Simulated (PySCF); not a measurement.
PySCF job for C2H8BNO2, SMILES O(CB(O)N)C, TDA-PBE/def2-SVPD. Geometry: B3LYP-D3(BJ)/def2-SVP. The structure was generated by enumeration, and PubChem lists no compound with its InChIKey, so it may never have been made. One conformer was computed; it need not be the lowest.

```python
import numpy as np
from pyscf import gto, scf, dft, tdscf

mol = gto.M(
    atom='''
    C    -0.09553477   -2.60786095   -0.00000000
    O     0.36961403   -1.28939184    0.00000000
    C    -0.65393600   -0.31621980   -0.00000000
    B    -0.02789924    1.15059037   -0.00000000
    N     1.36330715    1.29067252    0.00000000
    O    -0.82575212    2.27283755   -0.00000000
    H    -0.71220276   -2.83138638   -0.89564106
    H    -0.71220277   -2.83138638    0.89564106
    H     0.77618946   -3.27963395    0.00000000
    H    -1.31825834   -0.44637635   -0.88550956
    H    -1.31825833   -0.44637635    0.88550957
    H     1.95441759    0.46898748   -0.00000001
    H     1.84010882    2.18301968    0.00000000
    H    -1.76751818    2.07241144    0.00000001
    ''',
    basis='def2-SVPD',
    charge=0,
    spin=0,
    symmetry=True,
    max_memory=1600,
    verbose=4,
)
mf = dft.RKS(mol, xc='pbe').density_fit(auxbasis='def2-universal-jkfit')
mf.grids.level = 3
mf.conv_tol = 1e-9
mf.max_cycle = 100
mf.kernel()
mf.grids = dft.Grids(mol).set(level=1).build(with_non0tab=True)  # coarser grid for the response kernel
td = tdscf.TDA(mf)
td.singlet = True
td.nstates = 10
td.conv_tol = 1e-4
td.positive_eig_threshold = 1e-6
td.kernel(x0=td.get_init_guess(mf, 15))
td.analyze()
tt = tdscf.TDA(mf)
tt.singlet = False
tt.nstates = 4
tt.conv_tol = 1e-4
tt.positive_eig_threshold = 1e-6
tt.kernel(x0=tt.get_init_guess(mf, 9))
tt.analyze(verbose=3)
```

It prints:

```
PySCF version 2.14.0

[INPUT] verbose = 4
[INPUT] num. atoms = 14
[INPUT] num. electrons = 48
[INPUT] charge = 0
[INPUT] spin (= nelec alpha-beta = 2S) = 0
[INPUT] symmetry True subgroup None
[INPUT] Mole.unit = angstrom
[INPUT] Symbol           X                Y                Z      unit          X                Y                Z       unit  Magmom
[INPUT]  1 C     -0.095534770000  -2.607860950000   0.000000000000 AA   -0.180534550673  -4.928142966448   0.000000000000 Bohr   0.0
[INPUT]  2 O      0.369614030000  -1.289391840000   0.000000000000 AA    0.698469288497  -2.436597444849   0.000000000000 Bohr   0.0
[INPUT]  3 C     -0.653936000000  -0.316219800000   0.000000000000 AA   -1.235759942994  -0.597568817165   0.000000000000 Bohr   0.0
[INPUT]  4 B     -0.027899240000   1.150590370000   0.000000000000 AA   -0.052721922684   2.174300680862   0.000000000000 Bohr   0.0
[INPUT]  5 N      1.363307150000   1.290672520000   0.000000000000 AA    2.576277137161   2.439017579302   0.000000000000 Bohr   0.0
[INPUT]  6 O     -0.825752120000   2.272837550000   0.000000000000 AA   -1.560445353579   4.295040495127   0.000000000000 Bohr   0.0
[INPUT]  7 H     -0.712202760000  -2.831386380000  -0.895641060000 AA   -1.345868161559  -5.350544811024  -1.692516309315 Bohr   0.0
[INPUT]  8 H     -0.712202770000  -2.831386380000   0.895641060000 AA   -1.345868180457  -5.350544811024   1.692516309315 Bohr   0.0
[INPUT]  9 H      0.776189460000  -3.279633950000   0.000000000000 AA    1.466785500174  -6.197609954326   0.000000000000 Bohr   0.0
[INPUT] 10 H     -1.318258340000  -0.446376350000  -0.885509560000 AA   -2.491147224024  -0.843529049983  -1.673370549084 Bohr   0.0
[INPUT] 11 H     -1.318258330000  -0.446376350000   0.885509570000 AA   -2.491147205127  -0.843529049983   1.673370567981 Bohr   0.0
[INPUT] 12 H      1.954417590000   0.468987480000  -0.000000010000 AA    3.693313978132   0.886257893050  -0.000000018897 Bohr   0.0
[INPUT] 13 H      1.840108820000   2.183019680000   0.000000000000 AA    3.477301709197   4.125309319736   0.000000000000 Bohr   0.0
[INPUT] 14 H     -1.767518180000   2.072411440000   0.000000010000 AA   -3.340125280390   3.916290039015   0.000000018897 Bohr   0.0

nuclear repulsion = 234.624739122522
point group symmetry = Cs
symmetry origin: [-5.55111512e-17 -5.51170107e-09  3.93692939e-10]
symmetry axis x: [ 1.00000000e+00 -1.03947940e-09 -1.46673836e-09]
symmetry axis y: [-1.03947940e-09 -1.00000000e+00 -7.83864919e-11]
symmetry axis z: [ 1.46673836e-09 -7.83865107e-11  1.00000000e+00]
num. orbitals of irrep A' = 128
num. orbitals of irrep A" = 62
number of shells = 82
number of NR pGTOs = 266
number of NR cGTOs = 190
basis = def2-SVPD
ecp = {}


[settings echo left out]
init E= -310.944671816804
HOMO (A") = -0.325548703768696  LUMO (A") = -0.0536520005731431  gap/eV = 7.39869
cycle= 1 E= -310.397528660207  delta_E= 0.547  |g|= 0.948  |ddm|= 5.76
HOMO (A") = -0.071606695369414  LUMO (A') = 0.00751863255981622  gap/eV = 2.15311
cycle= 2 E= -309.725668379622  delta_E= 0.672  |g|= 2.03  |ddm|= 2.84
HOMO (A") = -0.220683940221245  LUMO (A') = -0.0162063556842287  gap/eV = 5.56412
cycle= 3 E= -310.578547643856  delta_E= -0.853  |g|= 0.191  |ddm|= 2.21
HOMO (A") = -0.216535297204568  LUMO (A') = -0.0176301465444442  gap/eV = 5.41248
cycle= 4 E= -310.583897444033  delta_E= -0.00535  |g|= 0.109  |ddm|= 0.282
HOMO (A") = -0.21709558931493  LUMO (A') = -0.0167265176890035  gap/eV = 5.45232
cycle= 5 E= -310.586278956454  delta_E= -0.00238  |g|= 0.0269  |ddm|= 0.114
HOMO (A") = -0.215888863273388  LUMO (A') = -0.0163032477229277  gap/eV = 5.43100
cycle= 6 E= -310.586436418871  delta_E= -0.000157  |g|= 0.00938  |ddm|= 0.0384
HOMO (A") = -0.216020831301988  LUMO (A') = -0.0165150301963783  gap/eV = 5.42883
cycle= 7 E= -310.586456572413  delta_E= -2.02e-05  |g|= 0.00208  |ddm|= 0.0111
HOMO (A") = -0.216264138741352  LUMO (A') = -0.0165534584577633  gap/eV = 5.43440
cycle= 8 E= -310.586457256499  delta_E= -6.84e-07  |g|= 0.00101  |ddm|= 0.00261
HOMO (A") = -0.216195661168569  LUMO (A') = -0.0165803969277487  gap/eV = 5.43181
cycle= 9 E= -310.58645744913  delta_E= -1.93e-07  |g|= 0.000263  |ddm|= 0.00111
HOMO (A") = -0.216221420002922  LUMO (A') = -0.0165813601284852  gap/eV = 5.43248
cycle= 10 E= -310.586457465748  delta_E= -1.66e-08  |g|= 4.37e-05  |ddm|= 0.000384
HOMO (A") = -0.216224824446188  LUMO (A') = -0.0165792280331338  gap/eV = 5.43263
cycle= 11 E= -310.586457466064  delta_E= -3.16e-10  |g|= 2.53e-05  |ddm|= 9.8e-05
HOMO (A") = -0.216219910860353  LUMO (A') = -0.0165805662229328  gap/eV = 5.43246
Extra cycle  E= -310.586457465847  delta_E= 2.17e-10  |g|= 3.95e-05  |ddm|= 8.38e-05
converged SCF energy = -310.586457465847
tot grids = 50800
Overwritten attributes  positive_eig_threshold  of <class 'pyscf.tdscf.rks.TDA'>


******** <class 'pyscf.tdscf.rks.TDA'> for <class 'pyscf.df.df_jk.DFSymAdaptedRKS'> ********
nstates = 10 singlet
deg_eia_thresh = 1.000e-03
wfnsym = None
conv_tol = 0.0001
eigh lindep = 1e-12
eigh level_shift = 0
eigh max_cycle = 100


Excitation energies (eV)
[5.44540885 5.80886882 6.10865275 6.43765937 6.4814416  6.66875524
 6.72835735 6.84803316 7.0808796  7.30644939]

** Singlet excitation energies and oscillator strengths **
Excited State   1:   A"      5.44541 eV    227.69 nm  f=0.0067
      24 -> 25        0.70685
Excited State   2:   A"      5.80887 eV    213.44 nm  f=0.0005
      23 -> 25       -0.70645
Excited State   3:   A"      6.10865 eV    202.96 nm  f=0.0092
      24 -> 26       -0.70540
Excited State   4:   A"      6.43766 eV    192.59 nm  f=0.0049
      23 -> 26        0.70445
Excited State   5:   A"      6.48144 eV    191.29 nm  f=0.0170
      24 -> 27        0.70489
Excited State   6:   A'      6.66876 eV    185.92 nm  f=0.0116
      22 -> 25       -0.67960
      24 -> 28        0.18349
Excited State   7:   A'      6.72836 eV    184.27 nm  f=0.0193
      22 -> 25       -0.18648
      23 -> 28        0.10505
      24 -> 28       -0.66855
Excited State   8:   A"      6.84803 eV    181.05 nm  f=0.0266
      23 -> 27        0.70394
Excited State   9:   A"      7.08088 eV    175.10 nm  f=0.0036
      24 -> 29        0.70143
Excited State  10:   A'      7.30645 eV    169.69 nm  f=0.0142
      22 -> 26        0.69896

** Transition electric dipole moments (AU) **
state          X           Y           Z        Dip. S.      Osc.
  1         0.0000      0.0000     -0.2241      0.0502      0.0067
  2        -0.0000     -0.0000      0.0621      0.0039      0.0005
  3         0.0000      0.0000      0.2485      0.0618      0.0092
  4        -0.0000     -0.0000     -0.1765      0.0311      0.0049
  5         0.0000      0.0000     -0.3268      0.1068      0.0170
  6        -0.2507     -0.0906      0.0000      0.0711      0.0116
  7        -0.2988     -0.1673      0.0000      0.1173      0.0193
  8         0.0000      0.0000      0.3979      0.1583      0.0266
  9        -0.0000     -0.0000     -0.1434      0.0206      0.0036
 10        -0.0045      0.2812     -0.0000      0.0791      0.0142

** Transition velocity dipole moments (imaginary part, AU) **
state          X           Y           Z        Dip. S.      Osc.
  1         0.0000     -0.0000     -0.0368      0.0014      0.0045
  2         0.0000      0.0000      0.0131      0.0002      0.0005
  3         0.0000     -0.0000      0.0336      0.0011      0.0033
  4         0.0000      0.0000     -0.0480      0.0023      0.0065
  5         0.0000     -0.0000     -0.0687      0.0047      0.0132
  6        -0.0499     -0.0359      0.0000      0.0038      0.0103
  7        -0.0283     -0.0308      0.0000      0.0018      0.0047
  8        -0.0000     -0.0000      0.1023      0.0105      0.0277
  9         0.0000     -0.0000      0.0009      0.0000      0.0000
 10        -0.0067      0.0582     -0.0000      0.0034      0.0085

** Transition magnetic dipole moments (imaginary part, AU) **
state          X           Y           Z
  1        -0.2568      0.1293     -0.0000
  2        -0.0131      0.5004     -0.0000
  3         0.1024     -0.3734     -0.0000
  4         0.2305     -0.2437     -0.0000
  5        -0.4346      0.1361      0.0000
  6        -0.0000      0.0000     -0.3194
  7         0.0000      0.0000     -0.2114
  8        -0.1337      0.3346     -0.0000
  9         0.0777      0.4093     -0.0000
 10         0.0000     -0.0000      0.2681


******** <class 'pyscf.tdscf.rks.TDA'> for <class 'pyscf.df.df_jk.DFSymAdaptedRKS'> ********
nstates = 4 triplet
deg_eia_thresh = 1.000e-03
wfnsym = None
conv_tol = 0.0001
eigh lindep = 1e-12
eigh level_shift = 0
eigh max_cycle = 100


Excitation energies (eV)
[5.38831196 5.70908173 5.96515237 6.35374177]

** Triplet excitation energies and oscillator strengths **
Excited State   1:   A"      5.38831 eV    230.10 nm  f=0.0000
Excited State   2:   A"      5.70908 eV    217.17 nm  f=0.0000
Excited State   3:   A"      5.96515 eV    207.85 nm  f=0.0000
Excited State   4:   A"      6.35374 eV    195.14 nm  f=0.0000
```

The calculation finished and met its thresholds.

Cost: about 80 core-seconds (a rough figure).
